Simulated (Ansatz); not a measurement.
Ansatz (a first-principles code) input (HF/6-31G*):

Ansatz 0.2 input:
```yaml
crystal:
  periodic: [false, false, false]
  atoms:
    - {symbol: C, position_ang: [-2.25265600, -0.08129700, 0.34770100]}
    - {symbol: Si, position_ang: [-0.65981400, -0.97479900, 0.06428500]}
    - {symbol: B, position_ang: [0.87152600, 0.36639900, -0.12129300]}
    - {symbol: O, position_ang: [2.13189400, -0.09711600, -0.33593600]}
    - {symbol: O, position_ang: [0.68261500, 1.72006700, -0.03840300]}
    - {symbol: H, position_ang: [-2.89805700, 0.24225300, -0.46196700]}
    - {symbol: H, position_ang: [-2.61773700, 0.17118300, 1.33752900]}
    - {symbol: H, position_ang: [-0.76424700, -1.79046200, -1.17311300]}
    - {symbol: H, position_ang: [-0.39327900, -1.88451400, 1.20828800]}
    - {symbol: H, position_ang: [2.78703200, 0.61039700, -0.41004800]}
    - {symbol: H, position_ang: [-0.23408200, 1.97050900, 0.11428900]}
basis:
  gaussian:
    orbitals: 6-31G*
hamiltonian:
  xc: {name: HF}
magnetization: {spin_polarized: true, initial_magnetization: 1}
relax: {f_tol: 0.003, max_steps: 120}
```

From the output:

```
reference -13734.69326703 eV, -504.7406678538 hartree; 24, 23 occupied and 67, 68 virtual orbitals, 982 factors
relax step   8: F+E_penalty+E_count = -13734.69326703 eV  Δ(F+E_penalty+E_count) = -5.048e-6 eV  max|allowed force component| = 8.465e-3 eV/Å  Δτ_max = 0.0018 Å  (31 SCF iters, accepted)
these checks for a lower state are left out or cut short: starts, cluster_reference, orbital_swaps, neighbouring_geometries, increment
integrals: 0.04 GiB planned
982 factors; integrals over basis functions are off by at most 5.2e-4 eV
mean field: 0.35 GiB planned
mean field -13734.69327008 eV, -504.7406679659 hartree, gradient 2.0e-5 eV, S^2 0.761491; 0 other end points of the search recorded, 0 dependent functions left out
the calculation of the forces begins
reference -13734.69327008 eV, -504.7406679659 hartree; 24, 23 occupied and 67, 68 virtual orbitals, 982 factors
relax step   9: F+E_penalty+E_count = -13734.69327008 eV  Δ(F+E_penalty+E_count) = -3.051e-6 eV  max|allowed force component| = 1.508e-3 eV/Å  Δτ_max = 0.0008 Å  (23 SCF iters, accepted)
integrals: 0.04 GiB planned
982 factors; integrals over basis functions are off by at most 5.2e-4 eV
mean field: 0.35 GiB planned
mean field evaluation 64: about -13730.4396 eV, gradient 3.0e1 eV
mean field -13734.69327008 eV, -504.7406679659 hartree, gradient 2.0e-5 eV, S^2 0.761491; 1 other end points of the search recorded, 0 dependent functions left out
the calculation of the forces begins
reference -13734.69327008 eV, -504.7406679659 hartree; 24, 23 occupied and 67, 68 virtual orbitals, 982 factors
Total energy: -13734.69327008 eV, -504.7406679659 hartree
Atom 0 at    -2.294616    -0.097757     0.353587 Å, force     0.001508    -0.000015    -0.000236 eV/Å
Atom 1 at    -0.658449    -0.960800     0.064625 Å, force    -0.000508    -0.001028     0.000039 eV/Å
Atom 2 at     0.887500     0.382355    -0.123151 Å, force     0.000548     0.000139    -0.000080 eV/Å
Atom 3 at     2.135092    -0.095376    -0.336366 Å, force    -0.000478    -0.000202     0.000066 eV/Å
Atom 4 at     0.737424     1.732683    -0.046443 Å, force    -0.000331     0.000322     0.000064 eV/Å
Atom 5 at    -2.950854     0.196983    -0.449899 Å, force    -0.000147    -0.000021    -0.000027 eV/Å
Atom 6 at    -2.672244     0.126348     1.338617 Å, force    -0.000132    -0.000025     0.000069 eV/Å
Atom 7 at    -0.764297    -1.778820    -1.164771 Å, force     0.000259     0.000394     0.001017 eV/Å
Atom 8 at    -0.395721    -1.872266     1.201277 Å, force    -0.000057     0.000474    -0.001014 eV/Å
Atom 9 at     2.780131     0.598615    -0.409438 Å, force    -0.000632    -0.000377     0.000084 eV/Å
Atom 10 at    -0.150770     2.020654     0.103292 Å, force    -0.000031     0.000340     0.000018 eV/Å
Dipole moment:    -0.212788     0.382884     0.048269 e Å
```

The geometry given is a B3LYP-D3(BJ)/def2-TZVP minimum.
